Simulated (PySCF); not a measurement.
Molecule: SMILES [SiH2](O[SiH2]C)C, C$_{2}$H$_{10}$OSi$_{2}$.

Numbering as in the mapped SMILES `[CH3:1][SiH2:2][O:3][SiH2:4][CH3:5]`. Hydrogens are named by the atom that carries them.

Geometry PBE0-D3(BJ)/def2-SVP throughout; GIAO in PySCF 2.14.0 with density-fitted response routines, gas phase, one conformer, non-relativistic; equivalent atoms averaged; basis pcSseg-1.

(1) How do the shifts δ (against TMS, H2O at the same level) depend on the functional? (ppm; last column core-seconds on shared hosts with different chips, so compare them loosely)

(2) Which nucleus moves most, in ppm?

Answers

(1) 
```tsv
functional	kind	C1/C5	Si2/Si4	O3	H(Si2)/H(Si4)	H(C1)/H(C5)	core-s
HF	Hartree–Fock	0.9	-24.0	11.3	4.47	0.28	6.2
LDA	LDA	0.8	-12.3	49.6	5.55	0.31	16
PBE	GGA	1.1	-17.5	40.9	5.29	0.30	19
BLYP	GGA	1.3	-23.8	44.4	5.13	0.29	19
BP86	GGA	1.1	-17.7	38.0	5.26	0.29	19
OPBE	GGA	0.9	-14.8	29.9	5.20	0.31	20
KT2	GGA	1.5	-14.4	35.2	5.25	0.29	20
KT3	GGA	1.4	-19.1	32.0	5.01	0.29	20
B97-D	GGA	1.0	-21.8	33.1	5.03	0.29	19
B3LYP	global hybrid	1.1	-22.6	35.2	4.96	0.28	12
PBE0	global hybrid	0.9	-16.5	30.5	5.05	0.30	21
mPW1PW91	global hybrid	0.8	-17.2	28.3	5.00	0.29	12
WP04	global hybrid	0.8	-28.1	16.1	4.25	0.26	10
B97-2	global hybrid	0.9	-19.2	26.1	4.93	0.29	10
BHandHLYP	global hybrid	0.9	-22.4	25.7	4.73	0.28	9.9
CAM-B3LYP	range-separated hybrid	1.0	-20.5	33.3	4.92	0.28	14
wB97X-D	range-separated hybrid	0.8	-17.7	25.3	4.95	0.28	13
LC-wPBE	range-separated hybrid	0.7	-14.0	21.5	4.89	0.28	20
```

(2) O3 (oxygen bonded to 2 Si): from 11.3 ppm with HF to 49.6 ppm with LDA. The smallest spread is 0.05 ppm, at H(C1)/H(C5). Proton shifts span only some 12 ppm, so a few tenths of a ppm matter as much there as several ppm in carbon.
